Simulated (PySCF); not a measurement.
**Ionisation energy of Cr by level of theory**

Cr [Ar] 3d5 4s1 (7S) → Cr⁺ [Ar] 3d5 (6S), as a difference of total energies. Calculation: PySCF 2.14, in pcseg-2 (6s4p3d2f1g, 56 functions); no relativity, point nucleus. Correlated levels: valence: [Ar] frozen. The calculations carry no spin-orbit coupling.

| method | ionisation energy (eV) | difference from reference (eV) |
| --- | --- | --- |
| UHF | 5.924 | -0.843 |
| MN15 | 6.564 | -0.203 |
| M06-2X | 6.474 | -0.293 |
| MP2 (valence) | 6.366 | -0.401 |
| SCS-MP2 (valence) | 6.071 | -0.696 |

Reference: 6.767 eV (measured; NIST Atomic Spectra Database, ionization energies).

These non-relativistic numbers lack the scalar-relativistic shift.

Errors of the correlated levels include the incompleteness of this basis and the frozen core.
